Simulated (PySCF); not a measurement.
**Pb⁵⁴⁺: ionisation energy**

Pb⁵⁴⁺ [Ar] 3d10 (1S) → Pb⁵⁵⁺ [Ar] 3d9 (2D), as a difference of total energies. Computed with PySCF 2.14 in an even-tempered Gaussian basis (16 s from 14 bohr⁻², ratio 2.5; 10 p from 18 bohr⁻², ratio 2.5; 7 d from 18 bohr⁻², ratio 2.5; 4 f from 74 bohr⁻², ratio 2.7; 3 g from 110 bohr⁻², ratio 2.7), with the non-relativistic Hamiltonian (point nucleus). Correlated levels: outer shells: [Ne] frozen; virtual orbitals above 40 to 60 times the deepest correlated orbital energy dropped. The calculations carry no spin-orbit coupling.

```tsv
method	ionisation energy (eV)
UHF	5441.9
LDA	5438.2
PBE	5437.5
PBE0	5439.2
r2SCAN	5439.8
r2SCANh	5440.2
revPBE	5437.5
MP2 (outer shells)	5443.5
SCS-MP2 (outer shells)	5443.2
```

A first-order spin-orbit estimate (lowest level to lowest level, LS coupling) adds -40.288 eV.

The gap to the reference is mostly relativistic.

For comparison: 5414 ± 5 eV (theoretical estimate listed by NIST; NIST Atomic Spectra Database, ionization energies).
